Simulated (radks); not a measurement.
Excited configurations of Gd27+: one electron is placed in a higher orbital outside [Kr]. The ground configuration is [Kr] 4d1. Calculated with a radial shooting solver on a logarithmic mesh with Libxc functionals: Dirac Kohn-Sham, BLYP, spin-unpolarised, spherical densities, point nucleus; open shells fill j = l - 1/2 first. Excitation = E - E(ground); binding = E(ion) - E, where the ion is the core of charge +28; n* = 28/sqrt(2 binding) in atomic units. These energies are relativistic, and a one-electron ion of charge +28 with no core already has n* below n in this formula (Dirac formula, point nucleus: 4f5/2 3.997, 5f5/2 4.996, 6p1/2 5.982, 6d3/2 5.992, 6f5/2 5.996, 7s1/2 6.981, 7p1/2 6.981, 7f5/2 6.995). The quantum defect is therefore taken as that value minus n*, so that it holds no relativistic shift of the bare ion.

\begin{tabular}{lrrrrr}
outer orbital & excitation (eV) & binding (eV) & quantum defect & eigenvalue (eV) & <r> (bohr) \\ \hline
4f5/2 & 149.34 & 789.43 & 0.321 & -766.70 & 0.5088 \\
5f5/2 & 455.42 & 483.35 & 0.298 & -471.55 & 0.9696 \\
6p1/2 & 538.89 & 399.88 & 0.817 & -392.89 & 1.408 \\
6d3/2 & 576.47 & 362.30 & 0.566 & -355.65 & 1.484 \\
6f5/2 & 609.89 & 328.88 & 0.301 & -322.36 & 1.526 \\
7s1/2 & 648.41 & 290.36 & 0.920 & -285.21 & 1.981 \\
7p1/2 & 658.78 & 279.99 & 0.809 & -274.96 & 2.021 \\
7f5/2 & 700.73 & 238.04 & 0.301 & -233.52 & 2.196 \\
\end{tabular}

The Delta-SCF ionisation energy is 938.77 eV (NIST Atomic Spectra Database: 937 eV, theoretical). Self-interaction in the functional shifts the binding energies and quantum defects, so they are the method's values and not measured ones. Spin polarisation and multiplet splitting are left out, so open shells lie too high by an amount that depends on their filling.

Beside tabulated values, note that spin-unpolarised runs miss the spin-polarisation part of the exchange energy of open shells.
